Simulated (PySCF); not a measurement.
Al(H)(NH2)(NMe2) (C2H9AlN2), SMILES C[N](C)[AlH][NH2].

Geometry: TPSSh-D3(BJ)/def2-SVP. The structure was generated by enumeration; whether it is a known compound was not checked. Other conformers were not sampled.

Calculation: TPSSh-D3(BJ)/def2-SVP run with PySCF 2.14.0.

Frequencies are harmonic and unscaled.

Computed normal modes with their intensities:
```json
[
 {"mode": "1", "ν (cm⁻¹)": "66", "IR (km/mol)": "1.0", "Raman (Å⁴/amu)": "0.7", "depolarisation": "0.75", "moving atoms (share of kinetic energy)": "H 40 %, N 23 %, C 20 %, Al 17 %"},
 {"mode": "2", "ν (cm⁻¹)": "136", "IR (km/mol)": "0.5", "Raman (Å⁴/amu)": "0.5", "depolarisation": "0.74", "moving atoms (share of kinetic energy)": "N 35 %, H 30 %, C 28 %"},
 {"mode": "3", "ν (cm⁻¹)": "183", "IR (km/mol)": "0.8", "Raman (Å⁴/amu)": "0.2", "depolarisation": "0.75", "moving atoms (share of kinetic energy)": "H 70 %, N 23 %"},
 {"mode": "4", "ν (cm⁻¹)": "227", "IR (km/mol)": "0.0", "Raman (Å⁴/amu)": "0.5", "depolarisation": "0.75", "moving atoms (share of kinetic energy)": "H 82 %, N 11 %"},
 {"mode": "5", "ν (cm⁻¹)": "256", "IR (km/mol)": "0.6", "Raman (Å⁴/amu)": "0.1", "depolarisation": "0.75", "moving atoms (share of kinetic energy)": "H 87 %"},
 {"mode": "6", "ν (cm⁻¹)": "268", "IR (km/mol)": "4.1", "Raman (Å⁴/amu)": "1.5", "depolarisation": "0.65", "moving atoms (share of kinetic energy)": "C 27 %, N 27 %, H 27 %, Al 18 %"},
 {"mode": "7", "ν (cm⁻¹)": "319", "IR (km/mol)": "10.5", "Raman (Å⁴/amu)": "0.1", "depolarisation": "0.75", "moving atoms (share of kinetic energy)": "H 66 %, N 27 %"},
 {"mode": "8", "ν (cm⁻¹)": "341", "IR (km/mol)": "0.8", "Raman (Å⁴/amu)": "2.2", "depolarisation": "0.37", "moving atoms (share of kinetic energy)": "C 39 %, H 37 %, Al 20 %"},
 {"mode": "9", "ν (cm⁻¹)": "374", "IR (km/mol)": "207.8", "Raman (Å⁴/amu)": "0.3", "depolarisation": "0.75", "moving atoms (share of kinetic energy)": "H 78 %, N 21 %"},
 {"mode": "10", "ν (cm⁻¹)": "501", "IR (km/mol)": "59.0", "Raman (Å⁴/amu)": "0.7", "depolarisation": "0.75", "moving atoms (share of kinetic energy)": "H 88 %, Al 11 %"},
 {"mode": "11", "ν (cm⁻¹)": "570", "IR (km/mol)": "27.0", "Raman (Å⁴/amu)": "3.9", "depolarisation": "0.37", "moving atoms (share of kinetic energy)": "H 75 %, N 17 %"},
 {"mode": "12", "ν (cm⁻¹)": "613", "IR (km/mol)": "19.2", "Raman (Å⁴/amu)": "15.1", "depolarisation": "0.12", "moving atoms (share of kinetic energy)": "H 40 %, C 29 %, Al 18 %, N 13 %"},
 {"mode": "13", "ν (cm⁻¹)": "728", "IR (km/mol)": "146.8", "Raman (Å⁴/amu)": "9.5", "depolarisation": "0.12", "moving atoms (share of kinetic energy)": "H 68 %, N 19 %, Al 11 %"},
 {"mode": "14", "ν (cm⁻¹)": "835", "IR (km/mol)": "141.1", "Raman (Å⁴/amu)": "4.7", "depolarisation": "0.21", "moving atoms (share of kinetic energy)": "Al 43 %, N 39 %, H 13 %"},
 {"mode": "15", "ν (cm⁻¹)": "1017", "IR (km/mol)": "128.3", "Raman (Å⁴/amu)": "12.0", "depolarisation": "0.50", "moving atoms (share of kinetic energy)": "C 37 %, H 36 %, N 23 %"},
 {"mode": "16", "ν (cm⁻¹)": "1087", "IR (km/mol)": "3.7", "Raman (Å⁴/amu)": "3.4", "depolarisation": "0.74", "moving atoms (share of kinetic energy)": "H 72 %, C 25 %"},
 {"mode": "17", "ν (cm⁻¹)": "1112", "IR (km/mol)": "0.0", "Raman (Å⁴/amu)": "3.0", "depolarisation": "0.75", "moving atoms (share of kinetic energy)": "H 81 %, C 19 %"},
 {"mode": "18", "ν (cm⁻¹)": "1167", "IR (km/mol)": "2.3", "Raman (Å⁴/amu)": "0.1", "depolarisation": "0.75", "moving atoms (share of kinetic energy)": "H 69 %, C 19 %, N 11 %"},
 {"mode": "19", "ν (cm⁻¹)": "1219", "IR (km/mol)": "93.9", "Raman (Å⁴/amu)": "1.0", "depolarisation": "0.75", "moving atoms (share of kinetic energy)": "N 58 %, C 31 %, H 11 %"},
 {"mode": "20", "ν (cm⁻¹)": "1310", "IR (km/mol)": "53.5", "Raman (Å⁴/amu)": "14.6", "depolarisation": "0.18", "moving atoms (share of kinetic energy)": "N 39 %, H 37 %, C 22 %"},
 {"mode": "21", "ν (cm⁻¹)": "1439", "IR (km/mol)": "8.9", "Raman (Å⁴/amu)": "21.7", "depolarisation": "0.75", "moving atoms (share of kinetic energy)": "H 87 %, C 12 %"},
 {"mode": "22", "ν (cm⁻¹)": "1467", "IR (km/mol)": "16.5", "Raman (Å⁴/amu)": "10.4", "depolarisation": "0.75", "moving atoms (share of kinetic energy)": "H 83 %, C 17 %"},
 {"mode": "23", "ν (cm⁻¹)": "1467", "IR (km/mol)": "0.2", "Raman (Å⁴/amu)": "33.6", "depolarisation": "0.75", "moving atoms (share of kinetic energy)": "H 97 %"},
 {"mode": "24", "ν (cm⁻¹)": "1475", "IR (km/mol)": "6.7", "Raman (Å⁴/amu)": "2.3", "depolarisation": "0.75", "moving atoms (share of kinetic energy)": "H 96 %"},
 {"mode": "25", "ν (cm⁻¹)": "1500", "IR (km/mol)": "13.3", "Raman (Å⁴/amu)": "3.9", "depolarisation": "0.75", "moving atoms (share of kinetic energy)": "H 96 %"},
 {"mode": "26", "ν (cm⁻¹)": "1519", "IR (km/mol)": "0.6", "Raman (Å⁴/amu)": "33.2", "depolarisation": "0.70", "moving atoms (share of kinetic energy)": "H 95 %"},
 {"mode": "27", "ν (cm⁻¹)": "1544", "IR (km/mol)": "55.2", "Raman (Å⁴/amu)": "6.0", "depolarisation": "0.75", "moving atoms (share of kinetic energy)": "H 90 %, N 10 %"},
 {"mode": "28", "ν (cm⁻¹)": "1973", "IR (km/mol)": "169.5", "Raman (Å⁴/amu)": "94.5", "depolarisation": "0.17", "moving atoms (share of kinetic energy)": "H 96 %"},
 {"mode": "29", "ν (cm⁻¹)": "2949", "IR (km/mol)": "73.8", "Raman (Å⁴/amu)": "36.4", "depolarisation": "0.69", "moving atoms (share of kinetic energy)": "H 97 %"},
 {"mode": "30", "ν (cm⁻¹)": "2957", "IR (km/mol)": "165.9", "Raman (Å⁴/amu)": "325.7", "depolarisation": "0.01", "moving atoms (share of kinetic energy)": "H 97 %"},
 {"mode": "31", "ν (cm⁻¹)": "2994", "IR (km/mol)": "133.2", "Raman (Å⁴/amu)": "278.4", "depolarisation": "0.75", "moving atoms (share of kinetic energy)": "H 91 %, C 9 %"},
 {"mode": "32", "ν (cm⁻¹)": "3003", "IR (km/mol)": "0.1", "Raman (Å⁴/amu)": "31.4", "depolarisation": "0.75", "moving atoms (share of kinetic energy)": "H 90 %, C 10 %"},
 {"mode": "33", "ν (cm⁻¹)": "3094", "IR (km/mol)": "25.4", "Raman (Å⁴/amu)": "51.2", "depolarisation": "0.70", "moving atoms (share of kinetic energy)": "H 91 %, C 9 %"},
 {"mode": "34", "ν (cm⁻¹)": "3095", "IR (km/mol)": "34.5", "Raman (Å⁴/amu)": "70.0", "depolarisation": "0.62", "moving atoms (share of kinetic energy)": "H 91 %, C 9 %"},
 {"mode": "35", "ν (cm⁻¹)": "3558", "IR (km/mol)": "20.1", "Raman (Å⁴/amu)": "153.4", "depolarisation": "0.12", "moving atoms (share of kinetic energy)": "H 96 %"},
 {"mode": "36", "ν (cm⁻¹)": "3643", "IR (km/mol)": "16.8", "Raman (Å⁴/amu)": "90.6", "depolarisation": "0.75", "moving atoms (share of kinetic energy)": "H 92 %, N 8 %"}
]
```
